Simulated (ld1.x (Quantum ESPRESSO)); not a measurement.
Transferability test, RRKJ potential for titanium (Ti)

| Item | Value |
| --- | --- |
| Element | titanium |
| Generator | ld1.x (Quantum ESPRESSO) 7.5 |
| Type | norm-conserving RRKJ (Kleinman–Bylander form) |
| Functional | PBE |
| Relativity | scalar-relativistic |
| Frozen core | [Ar] |
| Valence charge | 4 |
| Reference configuration | 3d2.5 4s1.5 4p0 |
| Partial waves | 4p (bound, empty): rc 4.20 bohr; 3d (bound): rc 1.85 bohr; 4s (bound): rc 2.95 bohr |
| Local potential | the s channel |
| Core correction | none |

Energies are relative to the spin-unpolarised reference configuration 3d2.5 4s1.5 4p0; without spin polarisation the order of configurations can differ from experiment.

| valence configuration | charge | ΔE all-electron (eV) | error AE − PS (meV) |
| --- | --- | --- | --- |
| 3d2 4s2 4p0 | 0 | -0.353 | -16 |
| 3d2 4s1 4p0 | +1 | 6.994 | -15 |
| 3d2 4s0 4p0 | +2 | 20.566 | +148 |
| 3d1 4s2 4p1 | 0 | 4.319 | -99 |
| 3d2 4s1 4p1 | 0 | 2.723 | -38 |

Task: What are ΔE and the potential's error for 3d1 4s2 4p0?

Result: ΔE = 9.392 eV all-electron; the error (AE − PS) is -3.7 meV.

Task: What are ΔE and the potential's error for 3d1 4s0 4p0?

Result: ΔE = 47.514 eV all-electron; the error (AE − PS) is +250 meV.
